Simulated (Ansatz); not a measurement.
`C[Si](Cl)(Cl)[GeH3]` + `[OH][Zr]([F])([F])[Cl]` → `C[Si](F)(Cl)[GeH3]` + `[OH][Zr]([F])([Cl])[Cl]` at 400 K and 1 bar (redistribution).

Calculated with Ansatz (gas phase, PBE0-D4/def2-TZVP geometries, no zero-point term in ΔE). CCSD(T)/CBS adds triple-zeta CCSD(T) − MP2 to the extrapolated MP2 energy (def2 sets, frozen cores). Elements past krypton have def2 core potentials. For Ge, Zr outer-core shells are correlated without core-valence functions, which leaves a few kJ/mol of doubt a bond. Scalar relativity is left out up to krypton. One conformer a species, not always the lowest.

```csv
species,CCSD(T)/CBS energy (Eh),H − E (kJ/mol),S (J/(mol·K))
`C[Si](Cl)(Cl)[GeH3]`,-3326.53256,210.0,446.4
`[OH][Zr]([F])([F])[Cl]`,-782.44001,80.0,401.0
`C[Si](F)(Cl)[GeH3]`,-2966.56047,211.6,434.8
`[OH][Zr]([F])([Cl])[Cl]`,-1142.42143,79.0,413.5
```

H − E and S are ideal-gas, rigid-rotor, harmonic terms from PBE0-D4/def2-TZVP, for one conformer and one mirror image of each species. 1 Eh = 2625.50 kJ/mol, R = 8.31446 J/(mol·K).

**Question.** By hand: ΔE, ΔH, ΔS and ΔG.

**Answer.** ΔE = (-2966.56047) + (-1142.42143) − (-3326.53256) − (-782.44001) = -0.00933 Eh = -24.5 kJ/mol. Δ(H − E) = 211.6 + 79.0 − 210.0 − 80.0 = 0.6, so ΔH = -23.9 kJ/mol. ΔS = 434.8 + 413.5 − 446.4 − 401.0 = 0.9 J/(mol·K). ΔG = -23.9 − 400 × (0.9)/1000 = -24.3 kJ/mol.

**Question.** By hand: the equilibrium constant, and the temperature at which ΔG would vanish if ΔH and ΔS stayed fixed.

**Answer.** log₁₀ K = −ΔG/(RT ln 10) = 3.2. ΔH and −TΔS have one sign here, so there is no such temperature. One of them is within its doubt of zero, so this could turn.

The number of gas molecules stays the same, so ΔS is small and ΔH decides. A doubt of 5 kJ/mol in ΔE shifts log₁₀ K by 0.7 here. Other conformers and mirror images would add mixing entropy, several J/(mol·K) or more a flexible species. These are equilibria of isolated gas molecules and say nothing of rates. Largest T1 diagnostic: 0.017 (customary marks: 0.02 for closed shells, 0.045 for open ones).
